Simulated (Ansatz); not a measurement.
Cartesian coordinates in Å:
```
O 1.6933 1.4172 -0.0701
Si 0.3139 0.6175 0.2082
O -0.8116 1.4818 -0.5759
O -0.0093 0.3874 1.7891
O 0.4351 -0.9202 -0.3684
B -0.4555 -1.8033 -0.8300
F -1.7486 -1.5008 -0.9397
F -0.0847 -3.0116 -1.2034
H 2.5016 1.0575 0.2961
H -1.6920 1.1073 -0.6358
H -0.1422 1.1672 2.3299
```

Total charge 0; spin multiplicity 1.

List the r2SCAN/def2-TZVPP orbital energies in eV (Ansatz). (An estimate is asked.)

Computed: Occupied: -1792.90, -666.86, -666.69, -516.52, -516.21, -516.16, -516.14, -183.82, -143.07, -97.98, -97.94, -97.92, -32.72, -31.93, -27.78, -26.93, -26.64, -26.61, -15.94, -14.84, -14.33, -13.77, -13.61, -12.98, -12.56, -11.43, -10.94, -10.77, -10.45, -10.11, -9.85, -9.43, -9.21, -8.72, -8.50, -8.01. Lowest empty: -0.15, 0.70, 1.10, 1.36, 1.56, 3.09, 3.40, 3.92.
